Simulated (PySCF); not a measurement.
# How the method moves the HOMO and LUMO of `F[Si@@H](Cl)[C@@H]1C[SiH2]1`

C₂H₆ClFSi₂.
Cartesian coordinates in Å at the PBE0-D3(BJ)/def2-SVP level; atoms count from 1:
```xyz
12
C2H6ClFSi2 angstrom
F     -1.4281   -2.2573   -0.9537
Si    -1.3493   -0.6512   -0.7563
Cl    -3.2459   -0.0362   -0.2312
C     -0.1318   -0.2274    0.5434
C      0.4608    1.2016    0.5851
Si     1.6873   -0.1071    0.1199
H     -1.0068   -0.0397   -2.0647
H     -0.3570   -0.6730    1.5213
H      0.1189    1.9034   -0.1857
H      0.5149    1.6695    1.5736
H      2.6626   -0.5911    1.1248
H      2.0915   -0.2421   -1.3006
```

Basis pcSseg-1 throughout (PySCF), one geometry. Isolated species at its PBE0-D3(BJ)/def2-SVP geometry (one conformer only).

**Question.** How do the orbital energies, the gap and the dipole change with the method?

**Answer.** 
| method | kind | HOMO (eV) | LUMO (eV) | gap (eV) | μ (D) | SCF cycles |
| --- | --- | --- | --- | --- | --- | --- |
| BLYP | GGA | -6.20 | -0.86 | 5.35 | 2.92 | 13 |
| B97-D | GGA | -6.32 | -0.88 | 5.44 | 3.00 | 14 |
| OPBE | GGA | -6.38 | -0.87 | 5.51 | 2.96 | 15 |
| PBE | GGA | -6.39 | -1.00 | 5.38 | 2.94 | 14 |
| KT3 | GGA | -6.43 | -1.01 | 5.42 | 2.96 | 16 |
| KT2 | GGA | -6.44 | -1.08 | 5.36 | 2.98 | 16 |
| BP86 | GGA | -6.49 | -1.07 | 5.41 | 2.98 | 14 |
| LDA | LDA | -6.53 | -1.20 | 5.34 | 3.04 | 14 |
| B97-2 | global hybrid | -7.26 | -0.19 | 7.08 | 3.17 | 12 |
| B3LYP | global hybrid | -7.27 | -0.37 | 6.90 | 3.12 | 13 |
| PBE0 | global hybrid | -7.51 | -0.18 | 7.33 | 3.18 | 12 |
| mPW1PW91 | global hybrid | -7.54 | -0.17 | 7.36 | 3.20 | 12 |
| BHandHLYP | global hybrid | -8.48 | 0.71 | 9.20 | 3.35 | 12 |
| CAM-B3LYP | range-separated hybrid | -8.77 | 0.86 | 9.63 | 3.23 | 12 |
| wB97X-D | range-separated hybrid | -9.34 | 1.54 | 10.88 | 3.28 | 13 |
| HF | Hartree–Fock | -10.01 | 2.95 | 12.95 | 3.58 | 10 |
| LC-wPBE | range-separated hybrid | -10.13 | 1.96 | 12.09 | 3.34 | 13 |

The HOMO spans 3.93 eV, from BLYP down to LC-wPBE, and the gap runs from 5.34 eV (LDA) to 12.95 eV (HF). Over the methods BLYP (0 %), B97-D (0 %), OPBE (0 %), PBE (0 %), KT3 (0 %), KT2 (0 %), BP86 (0 %), LDA (0 %), B97-2 (21 %), B3LYP (20 %), PBE0 (25 %), mPW1PW91 (25 %), BHandHLYP (50 %), HF (100 %), a straight line through the gap against the share of exact exchange rises by 0.76 eV for each 10 % (correlation coefficient 1.000). The dipole ranges from 2.92 D (BLYP) to 3.58 D (HF). This basis has no diffuse functions.
